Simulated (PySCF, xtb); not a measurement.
Mg(I)(SMe) (CH3IMgS), SMILES [S]([Mg][I])C.

xtb with GFN2-xTB at its own geometry gives an orbital gap of 1.92 eV and a dipole moment of 4.32 D.

Geometry optimised at PBE0-D3(BJ)/def2-SVP. The def2 effective core potentials stand for the cores of I; spin–orbit coupling is left out. One conformer was computed; it need not be the lowest.

Problem. What does r2SCAN/def2-TZVP (PySCF) give? (Estimate from the structure and the level; the computed values follow.)

Solution. gap 3.89 eV (levels -5.83 and -1.94 eV), dipole 1.61 D.
